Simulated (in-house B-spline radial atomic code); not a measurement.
Ni²⁺ is squeezed into an impenetrable sphere of radius R (the orbitals vanish at R). Caution: exact exchange at fractional occupations of open shells leaves self-interaction of up to several eV. Level of theory: non-relativistic PBE0, spin-polarised, spherical fractional occupations, point nucleus; calculated with an all-electron radial atomic-structure program (B-spline basis).

Energies in eV above the free ion in [Ar] 3d8:

| R (bohr) | highest level (eV) | [Ar] 3d8 | [Ne] 3s2 3p5 3d9 | -dE/dV in [Ar] 3d8 (GPa) |
| --- | --- | --- | --- | --- |
| 9.48 | -27.7 | 0 | 64.46 | 7.24e-07 |
| 6.83 | -27.7 | 0.0002689 | 64.46 | 0.00126 |
| 4.9 | -27.6 | 0.03364 | 64.49 | 0.295 |
| 4.22 | -27.4 | 0.1752 | 64.63 | 2.04 |
| 3.69 | -26.9 | 0.6237 | 65.09 | 9.42 |
| 3.13 | -25.5 | 2.388 | 66.92 | 50.7 |
| 2.55 | -21.2 | 10.06 | 75.06 | 343 |
| 2.35 | -18.2 | 17.02 | 82.44 | 711 |
| 1.99 | -8.34 | 46.92 | 113.9 | 3030 |
| 1.55 | 23.4 | 192.1 | 263.5 | 23700 |

Q: Does [Ne] 3s2 3p5 3d9 fall below [Ar] 3d8 under compression?

A: No, it stays above over the whole range.

The highest level is first positive in the row R = 1.55 bohr, pushed up by confinement above the zero of the free ion's potential. Each configuration is held fixed and needn't be the lowest in the sphere.
